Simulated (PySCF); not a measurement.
Dipole response of Ba(2+) (barium, charge +2)

[Xe], closed-shell 1S. Computed with PySCF 2.14 in x2c-TZVPPall with one added diffuse shell each of s, p, d type (12s8p7d2f1g, 94 functions), with the spin-free X2C one-electron Hamiltonian (Gaussian nucleus). Coupled (time-dependent) response in atomic units; α is the mean over directions.

```
   method  mean α (bohr³)  C₆ (like pair)  S(−4)
      UHF           10.42           75.59  13.93
      PBE           10.63           77.15  14.91
     PBE0           10.51           76.13  14.39
BHandHLYP           10.46           75.65  14.22
```

S(−4) is the Cauchy moment in α(ω) = α(0) + S(−4) ω² + …

α(iu) at UHF:

| u (hartree) | α(iu) (bohr³) |
| --- | --- |
| 0 | 10.42 |
| 0.0500 | 10.39 |
| 0.100 | 10.29 |
| 0.200 | 9.897 |
| 0.300 | 9.317 |
| 0.500 | 7.877 |
| 0.750 | 6.119 |
| 1.00 | 4.730 |
| 1.50 | 2.979 |
| 2.00 | 2.041 |
| 3.00 | 1.149 |
| 5.00 | 0.5271 |

A single London oscillator, α(iu) = α/(1 + u²/ω²), gives C₆ = (3/4) ω α². Matching the computed C₆ needs ω = 4 × 75.59 / (3 × 10.42²) = 0.928 hartree.

For an ion, C₆ is the dispersion term alone; charge-induced terms of lower order in 1/R come first.

Spin-orbit coupling, which splits the p, d and f shells strongly at this Z, is absent.
